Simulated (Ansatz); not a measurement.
The cluster Sb2As⁺. Total charge 1; triplet. Geometry PBE-D4/def2-TZVP; atoms count from 1.

```xyz
3

As   -0.1706   -0.4323   -1.1960
Sb    1.6455    0.3873    0.3136
Sb   -1.4749    0.0450    0.8824
```

In the def2 sets Sb takes a core potential; there is no spin–orbit coupling. The charge 1 triplet is spin-contaminated (final ⟨S²⟩ up to 2.16, 2.00 for a pure state). At PBE0-D4/def2-TZVP a singlet of charge 1 lies 1.11 eV below the triplet, each at its own geometry. The structure comes from a short search, and lower isomers may exist.

Problem. Estimate the Mulliken populations from the PBE0/def2-TZVP orbitals of Ansatz.

Solution. 
```csv
atom,charge (e),spin (α − β)
As1,0.08,-0.36
Sb2,0.46,1.18
Sb3,0.46,1.18
```
Mulliken values depend strongly on the basis.

Problem. Where does the spin sit?

Solution. Summed by element: As -0.36, Sb 2.36, of 2 unpaired in all. Largest on single atoms: Sb2 1.18, Sb3 1.18, As1 -0.36.

Problem. And the Mayer bond orders between heavy atoms (over 0.3)?

Solution. As1–Sb2 1.46 (2.50 Å); As1–Sb3 1.46 (2.50 Å); Sb2–Sb3 0.74 (3.19 Å).
